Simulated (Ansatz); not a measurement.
F3Fe (SMILES [F][Fe]([F])[F]), sextet, at a GFN2-xTB geometry (such geometries of metal compounds can be far from the true shape). Base run: Ansatz (a program for electronic structure) with PBE0/3-21G.

Geometry (Å):
```xyz
4

Fe     0.0847    -0.1389    -0.3618
F     -1.4836    -0.7544     0.3611
F     -0.0859     1.6829    -0.2473
F      1.3248    -0.5272     0.9315
```
Charge 0, spin multiplicity 6.
Orbitals are unrestricted.
All else is at Ansatz's defaults.
Base energy -1555.11367 Eh.

The base run was repeated with changes; each row names its change, and settings that it needs were set with it.

| change | ΔE vs base (kcal/mol) |
|---|---|
| base | 0.000 |
| final_grid = 10, 20, 41 | 0.000 |
| lower_state_search = full | 0.000 |
| final_grid = 6, 12, 29 | -0.007 |
| lower_state_search = off | 0.000 |
| point_charge = charge:-1.0 position_ang:-3.3854, -2.0705, 2.6335 | 8.60 |
| lower_state_search = light | 0.000 |
| fitting.mean_field = def2-universal-JKFIT | -0.069 |
| final_grid = 14, 28, 59 | 0.000 |
| accuracy = high | 0.005 |
| point_charge = charge:1.0 position_ang:-4.2349, 1.4045, 1.7297 | -9.83 |
